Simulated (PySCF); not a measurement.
Coordinates in bohr (charge 0 multiplicity 1):
```
Ga    0.0000    0.0000    0.4968
S     0.0000    0.0000   -3.2940
F     0.0000    0.0000    3.7398
```

Method: PBE0 in PySCF with Ga def2-TZVP, S def2-TZVP, F def2-TZVP; no relativity; density-fitted integrals.

This geometry of GaSF is a stationary point at this level.

(1) What is the point group?

(2) Is it a minimum?

(3) List the harmonic modes with their infrared intensities.

(4) Give the atomic charges and bond orders.

(5) Give the ideal-gas entropy at 298.15 K and 1 bar by parts.

Answers

(1) C∞v.

(2) Yes: all harmonic wavenumbers are real.

(3) 
| symmetry | ω (cm⁻¹) | IR (km/mol, summed over degenerate members) | type |
| --- | --- | --- | --- |
| π | 146 | 34.2 | bend |
| σ+ | 520 | 0.3 | stretch |
| σ+ | 767 | 120 | stretch |

(4) 
```
atom  Mulliken  Löwdin  polar tensor  Mayer order to Ga1
 Ga1      0.56   -0.02          1.06                   –
  S2     -0.24    0.10         -0.47                2.21
  F3     -0.31   -0.08         -0.59                1.08
```

(5) translation 168.6, rotation 72.2, vibration 26.3, spin 0.0; total 267.1 J/(mol K).

This need not be the most stable arrangement of these atoms.
